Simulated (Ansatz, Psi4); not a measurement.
# Computed against measured: atomisation enthalpy at 298 K

10 molecules holding an element past argon; the atomisation enthalpy at 298 K in kJ/mol, computed less measured. Shapes, held fixed at every level: PBE0-D4/def2-TZVP. Thermal terms are harmonic and unscaled (PBE0-D4/def2-TZVP); the spin-orbit lowering of the free atoms is taken from their spectra. Programs: Ansatz 0.2.0, Psi4 1.11. Measured values: Active Thermochemical Tables, CRC Handbook of Chemistry and Physics, NIST-JANAF tables.

Levels: A = HF/3-21G; B = wB97M-V/def2-TZVPP; C = wB97X-V/def2-TZVPP; D = B2PLYP/def2-TZVPP.

```
                      molecule  from tabulated heats     A    B    C    D
        HBr (hydrogen bromide)                   366  -172   -7   -6   -9
                   I2 (iodine)                   151  -226  -33  -25  -29
      H2Se (hydrogen selenide)                   633  -284   +8  +16   +4
               HOI (SMILES OI)                   635  -469  -21  -20  -27
    AsF3 (arsenic trifluoride)                  1326  -660  +21  +40   +4
BBr2Cl (dibromo(chloro)borane)                  1187  -478   +1   -2  -22
        BBrF2 (SMILES FB(F)Br)                  1661  -523    0   -8  -14
       SiH2Br2 (dibromosilane)                  1300  -583   -3  +10  -26
CHBrCl2 (bromodichloromethane)                  1341  -692   -3   -6  -42
            C2H5I (iodoethane)                  2638  -779  -10  -10  -33
```

Which level does best on this set, which worst, and which err to one side?


| level | kind | mean error | mean absolute error | worst case |
| --- | --- | --- | --- | --- |
| HF/3-21G | Hartree–Fock | -486.6 | 486.6 | C2H5I |
| wB97M-V/def2-TZVPP | range-separated hybrid | -4.7 | 10.7 | I2 |
| wB97X-V/def2-TZVPP | range-separated hybrid | -1.1 | 14.3 | AsF3 |
| B2PLYP/def2-TZVPP | double hybrid | -19.4 | 21.0 | CHBrCl2 |

On this set wB97M-V/def2-TZVPP has the smallest mean absolute error and HF/3-21G the largest. HF/3-21G is too low in 10 of 10; wB97X-V/def2-TZVPP is too low in 7 of 10; B2PLYP/def2-TZVPP is too low in 8 of 10. The heats of H2Se come from older tables and can be uncertain by 10 kJ/mol or more. The molecules' own spin-orbit binding is left out, so errors for heavy halides read too negative. The tabulated values of AsF3, BBr2Cl, BBrF2, SiH2Br2 are in doubt (older tables, estimates, or at odds with other calculations) and kept here. Over the 6 molecules whose values aren't doubted the mean absolute errors are A 437.0; B 13.7; C 13.8; D 24.0. For HF/3-21G the error grows with the size of the molecule. Where a negative error exceeds the measured value, the molecule comes out unbound. Hartree–Fock lacks correlation and underbinds. Rows in very small basis sets show the basis more than the method. For atoms past krypton def2 sets carry core potentials with scalar relativity. All-electron rows are non-relativistic unless named. Relativity is left out for As, Br, Se. Outer-core shells of As, Br, I, Se are correlated, in sets that cover them unevenly. The set is small.
